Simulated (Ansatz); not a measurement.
Relaxation of H6SSiSn (9 atoms, charge 0, multiplicity 1), to a largest force component of 0.02 eV/Å in at most 50 steps.

All numbers below come from RKS B3LYP-D4/def2-SVP in Ansatz.

```xyz
9
Properties=species:S:1:pos:R:3
S -2.284 0.634 -0.594
Si -0.289 1.123 -0.144
Sn 0.856 -0.983 0.541
H -1.883 -0.232 -1.606
H -3.176 1.565 -0.103
H -0.231 2.119 0.952
H 0.834 -2.147 -0.746
H 2.602 -0.610 0.915
H 0.107 -1.625 2.017
```

Q: Where does it end, and by what steps?

A: The forces met the threshold. The force dipped under the threshold on the way, but the program's further checks kept it going. After 15 steps the energy has fallen by 3.173 eV; H5 moved furthest, 0.89 Å.

```json
{"step": "0", "energy less start (eV)": "0.0000", "largest force component (eV/Å)": "2.884", "accepted": "yes"}
{"step": "1", "energy less start (eV)": "-1.4259", "largest force component (eV/Å)": "1.809", "accepted": "yes"}
{"step": "2", "energy less start (eV)": "-2.3445", "largest force component (eV/Å)": "1.791", "accepted": "yes"}
{"step": "3", "energy less start (eV)": "-2.8180", "largest force component (eV/Å)": "2.054", "accepted": "yes"}
{"step": "4", "energy less start (eV)": "-3.0746", "largest force component (eV/Å)": "1.243", "accepted": "yes"}
{"step": "5", "energy less start (eV)": "-3.1396", "largest force component (eV/Å)": "0.780", "accepted": "yes"}
{"step": "6", "energy less start (eV)": "-3.1514", "largest force component (eV/Å)": "0.402", "accepted": "yes"}
{"step": "7", "energy less start (eV)": "-3.1667", "largest force component (eV/Å)": "0.059", "accepted": "yes"}
{"step": "8", "energy less start (eV)": "-3.1695", "largest force component (eV/Å)": "0.026", "accepted": "yes"}
{"step": "9", "energy less start (eV)": "-3.1705", "largest force component (eV/Å)": "0.125", "accepted": "yes"}
{"step": "10", "energy less start (eV)": "-3.1717", "largest force component (eV/Å)": "0.019", "accepted": "yes"}
{"step": "11", "energy less start (eV)": "-3.1724", "largest force component (eV/Å)": "0.023", "accepted": "yes"}
{"step": "12", "energy less start (eV)": "-3.1724", "largest force component (eV/Å)": "0.109", "accepted": "yes"}
{"step": "13", "energy less start (eV)": "-3.1727", "largest force component (eV/Å)": "0.037", "accepted": "yes"}
{"step": "14", "energy less start (eV)": "-3.1727", "largest force component (eV/Å)": "0.029", "accepted": "yes"}
{"step": "15", "energy less start (eV)": "-3.1728", "largest force component (eV/Å)": "0.009", "accepted": "yes"}
```

```xyz
9
Properties=species:S:1:pos:R:3
S -2.316 0.520 -0.225
Si -0.010 1.555 -0.147
Sn 0.895 -0.850 0.547
H -2.147 -0.297 -1.294
H -2.988 1.442 -0.963
H -0.356 1.880 1.309
H 0.616 -1.993 -0.734
H 2.607 -0.812 0.779
H 0.232 -1.603 1.961
```

Whether the end is a true minimum wasn't checked by a vibrational analysis.

Time of the run: 36 s on 2 threads of Arm Neoverse V2 (shared host), peak memory 0.2 GiB.
